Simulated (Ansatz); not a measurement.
The molecule Be₂, multiplicity 3 (not the ground state: that is measured with 2S+1 = 1).

Seven points along R, fitted to fifth degree in 1/R; most abundant isotopes. In def2 and cc sets the state is the lowest found near the PBE0 minimum, followed along R.

Correlated levels freeze the inner cores; with def2 sets outer-core shells near the valence are correlated too.

Run with Ansatz (Gaussian basis) for Hartree–Fock, density functionals and correlated methods. Values without a source in brackets are computed.

```
level               r_e (Å)  ω_e (cm⁻¹)  ω_e x_e (cm⁻¹)
------------------  -------  ----------  --------------
PBE0/def2-TZVPP       2.152           ?             4.1
wB97X-V/def2-TZVPP    2.151         626             3.7
CCSD/def2-TZVPP       2.166         608             4.3
CCSD(T)/def2-TZVPP        ?           ?             4.4
```

What belongs in the gaps?


- CCSD(T)/def2-TZVPP, r_e (Å): 2.168
- CCSD(T)/def2-TZVPP, ω_e (cm⁻¹): 603
- PBE0/def2-TZVPP, ω_e (cm⁻¹): 613

Ansatz is an electronic-structure program.
